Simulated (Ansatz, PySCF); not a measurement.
The pair A = HCl (SMILES Cl) (first 2 atoms), B = Si2H6 (SMILES [SiH3][SiH3]); geometry from B3LYP-D3(BJ)/def2-TZVP.
(charge 0, multiplicity 1):
```tsv
atom	x (Å)	y (Å)	z (Å)
Cl	-0.0802	0.5708	0.2085
H	-0.2967	1.2633	1.2703
Si	0.4296	-1.2015	3.6615
Si	-0.2215	0.9545	4.3178
H	1.6794	-1.1412	2.8701
H	-0.6381	-1.8372	2.8568
H	0.6668	-2.0147	4.8793
H	-1.4719	0.9123	5.1128
H	-0.4780	1.8195	3.1330
H	0.8396	1.6080	5.1204
```

Frozen-core correlation. CBS: X⁻³ extrapolation of the correlation energy, Hartree–Fock from the larger set. MP2 and its Hartree–Fock in aug-cc-pV(T+d)Z are density fitted.

The values were computed with Ansatz (Gaussian basis) for Hartree–Fock, density functionals and correlated methods; PySCF for the dispersion terms. Each number belongs to the level named beside it.

The monomers are drawn apart, rigid, along the line of their centres of mass. Counterpoise-corrected interaction energies (kcal/mol):

| level | R = 4.605 Å | R = 5.386 Å |
|---|---|---|
| PBE/def2-TZVPPD | -0.5787 | -0.2166 |
| PBE-D3(BJ)/def2-TZVPPD | -1.2526 | -0.5132 |
| wB97M-V/def2-TZVPPD | -0.8868 | -0.3705 |
| MP2/CBS(aug-cc-pV(D+d)Z, aug-cc-pV(T+d)Z) + ΔCCSD(T)/aug-cc-pV(D+d)Z | -0.9702 | -0.3883 |

R is the distance of the centres of mass. Find the local exponent m of E ∝ R⁻ᵐ between the two points.


m = ln(E₁/E₂)/ln(R₂/R₁): PBE/def2-TZVPPD 6.3; PBE-D3(BJ)/def2-TZVPPD 5.7; wB97M-V/def2-TZVPPD 5.6; MP2/CBS(aug-cc-pV(D+d)Z, aug-cc-pV(T+d)Z) + ΔCCSD(T)/aug-cc-pV(D+d)Z 5.8. For scale, two fixed dipoles give m = 3, dipole and quadrupole 4, quadrupoles 5, and dispersion or dipole-induced dipole 6 at long range; at these distances several terms mix, and what is left of overlap and damping shifts m, so it need not match one of them.

Ansatz is a quantum-chemistry and plane-wave program.
